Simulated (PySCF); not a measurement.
Vertical excitations of a molecule C3H3ClF2 from TDA-PBE/def2-SVPD (PySCF), as energy in eV (oscillator strength): 6.06 (0.003), 6.83 (0.028), 6.88 (0.023), 7.40 (0.018), 7.42 (0.009), 7.67 (0.018), 7.76 (0.008), 7.80 (0.004), 8.00 (0.046), 8.19 (0.014). Lowest triplet (TDA): 5.53 eV. Coordinates come from a PBE0-D3(BJ)/def2-SVP optimisation. The values are those of a single conformer.

### Question
Which structure fits?
(A) F[C@@H]1C[C@@]1(F)Cl
(B) C=C(Cl)C(F)F
(C) FC(F)/C=C/Cl
(D) C/C(F)=C(\F)Cl

### Answer
A, F[C@@H]1C[C@@]1(F)Cl
